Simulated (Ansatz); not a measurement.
Reactions of CH7GeN, SMILES `C[NH][GeH3]`.

Calculated with Ansatz (gas phase, PBE0-D4/def2-TZVP geometries, no zero-point term in ΔE). CCSD(T)/CBS adds triple-zeta CCSD(T) − MP2 to the extrapolated MP2 energy (def2 sets, frozen cores). This one scheme is used for every species, atoms too. No spin–orbit coupling; open shells (•) take unrestricted orbitals. Spin–orbit coupling would lower the free atoms: a little for C; clearly for Ge. def2 core potentials past Kr. Bonds to Br, Ge, Te are less sure, by a few kJ/mol each and by 10 to 20 or more in all where they break to atoms, as the def2 sets lack core-valence functions. Scalar relativity is left out up to krypton. One conformer a species, not always the lowest.

Q: Order these by ΔE at CCSD(T)/CBS, lowest first. (Estimate.)
A. `C[NH][GeH3]` + `C=N` → `C=[N][GeH3]` + CH₃NH₂
B. `C[NH][GeH3]` + H₂Te → `[GeH3][TeH]` + CH₃NH₂
C. `C[NH][GeH3]` + HBr → `[GeH3][Br]` + CH₃NH₂
D. `C[NH][GeH3]` + `N=CBO` → `OB/C=[N]/[GeH3]` + CH₃NH₂
E. `C[NH][GeH3]` + `[SiH3]`• → `C[N][GeH3]`• + SiH₄
F. `C[NH][GeH3]` → GeH₄ + `C=N`
G. `C[NH][GeH3]` + `F[SiH](F)S` → `F[SiH](F)[S][GeH3]` + CH₃NH₂
H. `C[NH][GeH3]` → C• + Ge• + 7 H• + N•

A: C (-79.5 kJ/mol), B (-67.0 kJ/mol), G (-55.5 kJ/mol), A (+1.2 kJ/mol), D (+13.2 kJ/mol), E (+51.7 kJ/mol), F (+120.2 kJ/mol), H (+3207.0 kJ/mol).

Largest T1 diagnostic: 0.015, for `[SiH3]`•.
